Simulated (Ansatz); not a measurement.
Geometry optimisation, RKS CAM-B3LYP/STO-3G (Ansatz 0.2.0).

input.yaml

```yaml
crystal:
  periodic: [false, false, false]
  atoms:
    - { symbol: C, position_ang: [0.7336, -2.4116, -0.9314] }
    - { symbol: Si, position_ang: [1.6937, -0.9137, -0.3623] }
    - { symbol: Si, position_ang: [0.3777, 0.9138, -0.3049] }
    - { symbol: C, position_ang: [-0.9227, 0.6502, 0.9019] }
    - { symbol: F, position_ang: [-1.7943, -0.3993, 0.4353] }
    - { symbol: Al, position_ang: [-2.0832, 2.318, 1.0429] }
    - { symbol: H, position_ang: [1.3612, -3.2612, -1.0075] }
    - { symbol: H, position_ang: [-0.0967, -2.5421, -0.2286] }
    - { symbol: H, position_ang: [0.2601, -2.1261, -1.8993] }
    - { symbol: H, position_ang: [2.2295, -1.1862, 1.0052] }
    - { symbol: H, position_ang: [2.8004, -0.6848, -1.2739] }
    - { symbol: H, position_ang: [1.2401, 2.0634, 0.1718] }
    - { symbol: H, position_ang: [-0.1765, 1.21, -1.6481] }
    - { symbol: H, position_ang: [-0.614, 0.3929, 1.9214] }
    - { symbol: H, position_ang: [-1.6819, 3.5767, 0.197] }
    - { symbol: H, position_ang: [-3.3499, 2.3774, 2.0248] }
basis:
  gaussian: { orbitals: STO-3G }
hamiltonian:
  xc: cam_b3lyp
relax:
  f_tol: 0.02
  max_steps: 40
scf:
  lower_state_search: "off"
```

Run as:

```bash
$ ansatz run input.yaml --threads 1 --pin off --max-ram 2048MiB --backend cpu --events-out ev --progress --plain --runs-dir out
```

Task: Where does it end, and by what steps?

Result: The run converged. The force dipped under the threshold on the way, but the program's further checks kept it going. Limits of this set-up: minimal basis. After 34 steps the energy has fallen by 0.882 eV; H16 moved furthest, 1.81 Å.

```json
{"step": "0", "energy less start (eV)": "0.0000", "largest force component (eV/Å)": "4.092", "accepted": "yes"}
{"step": "2", "energy less start (eV)": "-0.7567", "largest force component (eV/Å)": "0.300", "accepted": "yes"}
{"step": "4", "energy less start (eV)": "-0.7811", "largest force component (eV/Å)": "0.078", "accepted": "yes"}
{"step": "6", "energy less start (eV)": "-0.7845", "largest force component (eV/Å)": "0.687", "accepted": "no"}
{"step": "8", "energy less start (eV)": "-0.8114", "largest force component (eV/Å)": "0.120", "accepted": "yes"}
{"step": "10", "energy less start (eV)": "-0.8291", "largest force component (eV/Å)": "0.424", "accepted": "yes"}
{"step": "12", "energy less start (eV)": "-0.8536", "largest force component (eV/Å)": "0.099", "accepted": "yes"}
{"step": "14", "energy less start (eV)": "-0.8445", "largest force component (eV/Å)": "0.362", "accepted": "no"}
{"step": "16", "energy less start (eV)": "-0.8575", "largest force component (eV/Å)": "0.066", "accepted": "yes"}
{"step": "18", "energy less start (eV)": "-0.8569", "largest force component (eV/Å)": "0.173", "accepted": "no"}
{"step": "20", "energy less start (eV)": "-0.8608", "largest force component (eV/Å)": "0.050", "accepted": "yes"}
{"step": "22", "energy less start (eV)": "-0.8636", "largest force component (eV/Å)": "0.104", "accepted": "yes"}
{"step": "24", "energy less start (eV)": "-0.8684", "largest force component (eV/Å)": "0.388", "accepted": "yes"}
{"step": "26", "energy less start (eV)": "-0.8752", "largest force component (eV/Å)": "0.089", "accepted": "yes"}
{"step": "28", "energy less start (eV)": "-0.8794", "largest force component (eV/Å)": "0.172", "accepted": "yes"}
{"step": "30", "energy less start (eV)": "-0.8817", "largest force component (eV/Å)": "0.017", "accepted": "yes"}
{"step": "32", "energy less start (eV)": "-0.8820", "largest force component (eV/Å)": "0.051", "accepted": "no"}
{"step": "34", "energy less start (eV)": "-0.8824", "largest force component (eV/Å)": "0.020", "accepted": "yes"}
```

```xyz
16
Properties=species:S:1:pos:R:3
C 0.487 -2.256 -0.703
Si 1.745 -0.869 -0.631
Si 0.595 1.020 -0.229
C -0.863 0.650 0.958
F -1.417 -0.651 0.721
Al -2.171 2.067 0.885
H 0.881 -3.200 -0.320
H -0.377 -1.947 -0.093
H 0.136 -2.426 -1.724
H 2.677 -1.114 0.440
H 2.510 -0.794 -1.850
H 1.396 2.053 0.378
H 0.074 1.580 -1.452
H -0.413 0.632 1.976
H -1.752 3.417 1.370
H -3.530 1.817 0.317
```

The run took 2.2 min on 1 thread of Arm Neoverse V2, on a shared host, peak memory 0.13 GiB.
